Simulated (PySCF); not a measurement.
A GIAO shielding run with PySCF (density fitting, non-relativistic, gas phase) on `C[Si@H](O)[SiH2]N`, CH$_{9}$NOSi$_{2}$:

```
$ OMP_NUM_THREADS=1 python probes_run.py task.json out

{"job": {"kind": "nmr", "xc": "B97-2", "basis": "pcSseg-1", "pop": false}, "charge": 0, "multiplicity": 1}
C      1.976273    -0.249421     0.399164
Si     0.614083     0.272595    -0.782990
O      0.112260     1.853952    -0.480312
Si    -1.371775    -0.887158    -0.355390
N     -1.938613    -0.044212     1.057035
H      2.283395    -1.287509     0.191831
H      2.868836     0.390786     0.311827
H      1.611979    -0.201514     1.437040
H      1.128196     0.150295    -2.188890
H      0.782025     2.540544    -0.551635
H     -1.136604    -2.327286    -0.015245
H     -2.287776    -0.892606    -1.550684
H     -2.815997    -0.300993     1.496677
H     -1.833637     0.966397     1.024618
```

Hardware: 1 thread of an Arm Neoverse V2, shared host.

Q: How large is the calculation?

A: 58 electrons, 144 basis functions and 792 auxiliary functions.

Q: How long does it take, and how much memory does it need?

A: 9.8 s of wall time, with 13 SCF cycles and 4 response iterations; peak memory 0.79 GiB. Times on a shared host scatter by some tens of per cent.

Q: And these other runs on the same molecule and hardware: GIAO shielding at B3LYP/pcSseg-1; GIAO shielding at B97-D/pcSseg-1; GIAO shielding at BLYP/pcSseg-1; GIAO shielding at BP86/pcSseg-1; GIAO shielding at HF/pcSseg-1; GIAO shielding at KT2/pcSseg-1?

A: B3LYP/pcSseg-1: 144 functions, 9.9 s; B97-D/pcSseg-1: 144 functions, 14 s; BLYP/pcSseg-1: 144 functions, 15 s; BP86/pcSseg-1: 144 functions, 15 s; HF/pcSseg-1: 144 functions, 5.1 s; KT2/pcSseg-1: 144 functions, 16 s.
